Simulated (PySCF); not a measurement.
B(Cl)(SMe)2 (C₂H₆BClS₂), SMILES CSB(Cl)SC.

Geometry optimised at B3LYP-D3(BJ)/def2-SVP. Other conformers were not sampled.

Vertical ionisation energy (IE) and electron affinity (EA) in eV. Rows of orbital energies are one-electron estimates. Where ΔSCF, EOM or ADC give a negative EA the extra electron is unbound and the value depends on the basis.

| level | IE | EA |
|---|---|---|
| −ε(HOMO), −ε(LUMO), M06-2X/def2-TZVP (PySCF) | 8.18 | -0.08 |
| −ε(HOMO), −ε(LUMO), PBE/def2-TZVP (PySCF) | (withheld) | (withheld) |

Q: Fill in the missing entries. (An estimate is asked for; the answer gives what the named calculation found.)

A: 
- −ε(HOMO), −ε(LUMO), PBE/def2-TZVP (PySCF), IE: 5.90
- −ε(HOMO), −ε(LUMO), PBE/def2-TZVP (PySCF), EA: 1.54
